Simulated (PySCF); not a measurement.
PySCF job for GeH₂F₂, SMILES [F][GeH2][F], ωB97X-D3(BJ)/def2-TZVP. 

```python
import numpy as np
from pyscf import gto, scf, dft
from pyscf.geomopt import geometric_solver

mol = gto.M(
    atom='''
    Ge    0.00000000   -0.00000000   -0.34870987
    F     1.33691788    0.00000000    0.73419642
    F    -1.33691789    0.00000000    0.73419641
    H     0.00000000   -1.32605300   -1.02840985
    H    -0.00000000    1.32605300   -1.02840986
    ''',
    basis='def2-TZVP',
    charge=0,
    spin=0,
    max_memory=1600,
    verbose=3,
)
mf = dft.RKS(mol, xc='wb97x-d3bj').density_fit(auxbasis='def2-universal-jkfit')
mf.grids.level = 3
mf.conv_tol = 1e-9
mf.max_cycle = 100
mf.kernel()
grad = mf.nuc_grad_method()
grad.grid_response = mol.nao <= 150
conv, mol_eq = geometric_solver.kernel(grad, convergence_set='GAU_TIGHT', maxsteps=100)
print(mol_eq.tostring(format='xyz'))
mf.reset(mol_eq)
mf.kernel()
```

Log of the run:

```
converged SCF energy = -2278.01595450132
[banner and settings of the optimiser left out]
Geometry optimization cycle 1
Cartesian coordinates (Angstrom)
 Atom        New coordinates             dX        dY        dZ
  Ge   0.000000   0.000000  -0.348710    0.000000  0.000000  0.000000
   F   1.336918   0.000000   0.734196   -0.000000  0.000000  0.000000
   F  -1.336918   0.000000   0.734196    0.000000  0.000000  0.000000
   H   0.000000  -1.326053  -1.028410    0.000000  0.000000  0.000000
   H   0.000000   1.326053  -1.028410    0.000000  0.000000  0.000000

WARN: Mole.unit (angstrom) is changed to Bohr

converged SCF energy = -2278.01595450133
--------------- DFRKS_Scanner gradients ---------------
         x                y                z
0 Ge    -0.0000000007    -0.0000000000    -0.0151537252
1 F    -0.0079499540     0.0000000002    -0.0023230067
2 F     0.0079499516     0.0000000002    -0.0023230144
3 H     0.0000000001     0.0089087724     0.0098998717
4 H     0.0000000001    -0.0089087705     0.0098998706
----------------------------------------------
cycle 1: E = -2278.0159545  dE = -2278.02  norm(grad) = 0.0268622
Step    0 : Gradient = 1.201e-02/1.515e-02 (rms/max) Energy = -2278.0159545013
Hessian Eigenvalues: 5.00000e-02 5.00000e-02 5.00000e-02 ... 2.41667e-01 3.35346e-01 3.35346e-01

Geometry optimization cycle 2
Cartesian coordinates (Angstrom)
 Atom        New coordinates             dX        dY        dZ
  Ge   0.000000  -0.000000  -0.313103    0.000000 -0.000000  0.035607
   F   1.371389  -0.000000   0.745650    0.034471 -0.000000  0.011453
   F  -1.371389  -0.000000   0.745650   -0.034471 -0.000000  0.011453
   H  -0.000000  -1.334498  -1.057666   -0.000000 -0.008445 -0.029257
   H  -0.000000   1.334498  -1.057666   -0.000000  0.008445 -0.029257
converged SCF energy = -2278.01773487659
--------------- DFRKS_Scanner gradients ---------------
         x                y                z
0 Ge     0.0000000019    -0.0000000008    -0.0040960901
1 F     0.0011558662     0.0000000002     0.0014491889
2 F    -0.0011558696     0.0000000003     0.0014491925
3 H     0.0000000010    -0.0025483782     0.0005988548
4 H     0.0000000010     0.0025483778     0.0005988551
----------------------------------------------
cycle 2: E = -2278.01773488  dE = -0.00178038  norm(grad) = 0.00611196
Step    1 : Displace = 3.394e-02/3.632e-02 (rms/max) Trust = 1.000e-01 (=) Grad = 2.733e-03/4.096e-03 (rms/max) E (change) = -2278.0177348766 (-1.780e-03) Quality = 1.000
Hessian Eigenvalues: 5.00000e-02 5.00000e-02 5.00000e-02 ... 2.32394e-01 3.35346e-01 3.57977e-01

Geometry optimization cycle 3
Cartesian coordinates (Angstrom)
 Atom        New coordinates             dX        dY        dZ
  Ge   0.000000  -0.000000  -0.302075    0.000000  0.000000  0.011027
   F   1.375663  -0.000000   0.747531    0.004275  0.000000  0.001881
   F  -1.375663  -0.000000   0.747531   -0.004275  0.000000  0.001881
   H  -0.000000  -1.319713  -1.065061   -0.000000  0.014785 -0.007395
   H  -0.000000   1.319713  -1.065061   -0.000000 -0.014785 -0.007395
converged SCF energy = -2278.0178679121
--------------- DFRKS_Scanner gradients ---------------
         x                y                z
0 Ge    -0.0000000001    -0.0000000000    -0.0013330607
1 F     0.0008686165     0.0000000004     0.0003852323
2 F    -0.0008686174     0.0000000003     0.0003852335
3 H    -0.0000000004    -0.0005734676     0.0002812909
4 H    -0.0000000003     0.0005734678     0.0002812907
----------------------------------------------
cycle 3: E = -2278.01786791  dE = -0.000133036  norm(grad) = 0.00209734
Step    2 : Displace = 1.193e-02/1.653e-02 (rms/max) Trust = 1.414e-01 (+) Grad = 9.380e-04/1.333e-03 (rms/max) E (change) = -2278.0178679121 (-1.330e-04) Quality = 1.243
Hessian Eigenvalues: 5.00000e-02 5.00000e-02 5.00000e-02 ... 2.51505e-01 3.35346e-01 3.35615e-01

Geometry optimization cycle 4
Cartesian coordinates (Angstrom)
 Atom        New coordinates             dX        dY        dZ
  Ge   0.000000  -0.000000  -0.298917    0.000000 -0.000000  0.003159
   F   1.373813  -0.000000   0.750195   -0.001850 -0.000000  0.002664
   F  -1.373813  -0.000000   0.750195    0.001851 -0.000000  0.002664
   H  -0.000000  -1.314431  -1.069305    0.000000  0.005282 -0.004243
   H  -0.000000   1.314431  -1.069305    0.000000 -0.005282 -0.004243
converged SCF energy = -2278.01788251248
--------------- DFRKS_Scanner gradients ---------------
         x                y                z
0 Ge     0.0000000007     0.0000000001     0.0001060172
1 F     0.0001308684    -0.0000000007    -0.0001444449
2 F    -0.0001308661    -0.0000000006    -0.0001444426
3 H    -0.0000000004     0.0000060458     0.0000914293
4 H    -0.0000000004    -0.0000060457     0.0000914290
----------------------------------------------
cycle 4: E = -2278.01788251  dE = -1.46004e-05  norm(grad) = 0.000322509
Step    3 : Displace = 4.956e-03/6.775e-03 (rms/max) Trust = 2.000e-01 (+) Grad = 1.442e-04/1.949e-04 (rms/max) E (change) = -2278.0178825125 (-1.460e-05) Quality = 1.120
Hessian Eigenvalues: 5.00000e-02 5.00000e-02 5.00000e-02 ... 2.47816e-01 3.35346e-01 3.47924e-01

Geometry optimization cycle 5
Cartesian coordinates (Angstrom)
 Atom        New coordinates             dX        dY        dZ
  Ge   0.000000  -0.000000  -0.299018   -0.000000  0.000000 -0.000101
   F   1.372463  -0.000000   0.751599   -0.001350  0.000000  0.001404
   F  -1.372462  -0.000000   0.751599    0.001350  0.000000  0.001404
   H   0.000000  -1.313775  -1.070658    0.000000  0.000656 -0.001353
   H  -0.000000   1.313775  -1.070658    0.000000 -0.000656 -0.001353
converged SCF energy = -2278.01788375522
--------------- DFRKS_Scanner gradients ---------------
         x                y                z
0 Ge    -0.0000000009    -0.0000000005     0.0001324486
1 F    -0.0000012219     0.0000000006    -0.0000926141
2 F     0.0000012222     0.0000000005    -0.0000926156
3 H    -0.0000000002     0.0000282272     0.0000263971
4 H    -0.0000000002    -0.0000282271     0.0000263971
----------------------------------------------
cycle 5: E = -2278.01788376  dE = -1.24274e-06  norm(grad) = 0.000194134
Step    4 : Displace = 1.557e-03/1.948e-03 (rms/max) Trust = 2.828e-01 (+) Grad = 8.682e-05/1.324e-04 (rms/max) E (change) = -2278.0178837552 (-1.243e-06) Quality = 1.303
Hessian Eigenvalues: 5.00000e-02 5.00000e-02 5.00000e-02 ... 2.03700e-01 3.35346e-01 3.48953e-01

Geometry optimization cycle 6
Cartesian coordinates (Angstrom)
 Atom        New coordinates             dX        dY        dZ
  Ge   0.000000  -0.000000  -0.299301    0.000000 -0.000000 -0.000283
   F   1.371818  -0.000000   0.752275   -0.000644 -0.000000  0.000676
   F  -1.371818  -0.000000   0.752275    0.000644 -0.000000  0.000676
   H   0.000000  -1.313731  -1.071193    0.000000  0.000044 -0.000535
   H   0.000000   1.313731  -1.071193    0.000000 -0.000044 -0.000535
converged SCF energy = -2278.01788393849
--------------- DFRKS_Scanner gradients ---------------
         x                y                z
0 Ge    -0.0000000021     0.0000000013     0.0000184697
1 F    -0.0000083943    -0.0000000007    -0.0000089463
2 F     0.0000083883    -0.0000000006    -0.0000089414
3 H     0.0000000001     0.0000041959    -0.0000002935
4 H     0.0000000001    -0.0000041959    -0.0000002939
----------------------------------------------
cycle 6: E = -2278.01788394  dE = -1.83267e-07  norm(grad) = 2.60255e-05
Step    5 : Displace = 6.929e-04/9.340e-04 (rms/max) Trust = 3.000e-01 (+) Grad = 1.164e-05/1.847e-05 (rms/max) E (change) = -2278.0178839385 (-1.833e-07) Quality = 1.038
Hessian Eigenvalues: 5.00000e-02 5.00000e-02 5.00000e-02 ... 2.01701e-01 3.35346e-01 3.42359e-01

Geometry optimization cycle 7
Cartesian coordinates (Angstrom)
 Atom        New coordinates             dX        dY        dZ
  Ge   0.000000  -0.000000  -0.299330    0.000000 -0.000000 -0.000029
   F   1.371815  -0.000000   0.752284   -0.000004  0.000000  0.000009
   F  -1.371814  -0.000000   0.752284    0.000004  0.000000  0.000009
   H   0.000000  -1.313759  -1.071187    0.000000 -0.000028  0.000006
   H   0.000000   1.313759  -1.071187    0.000000  0.000028  0.000006
converged SCF energy = -2278.01788393942
--------------- DFRKS_Scanner gradients ---------------
         x                y                z
0 Ge    -0.0000000008    -0.0000000010     0.0000020747
1 F    -0.0000007823     0.0000000011    -0.0000010046
2 F     0.0000007830     0.0000000010    -0.0000010094
3 H    -0.0000000018     0.0000004200    -0.0000000378
4 H    -0.0000000018    -0.0000004201    -0.0000000372
----------------------------------------------
cycle 7: E = -2278.01788394  dE = -9.34961e-10  norm(grad) = 2.81309e-06
Step    6 : Displace = 2.317e-05/2.901e-05 (rms/max) Trust = 3.000e-01 (=) Grad = 1.258e-06/2.075e-06 (rms/max) E (change) = -2278.0178839394 (-9.350e-10) Quality = 1.143
Hessian Eigenvalues: 5.00000e-02 5.00000e-02 5.00000e-02 ... 2.01701e-01 3.35346e-01 3.42359e-01
Converged! =D

5
XYZ from PySCF
Ge          0.00000014       -0.00000003       -0.29932951
F           1.37181474       -0.00000003        0.75228391
F          -1.37181442       -0.00000003        0.75228396
H           0.00000009       -1.31375939       -1.07118696
H           0.00000008        1.31375934       -1.07118695
converged SCF energy = -2278.01788393943
```

The run converged.
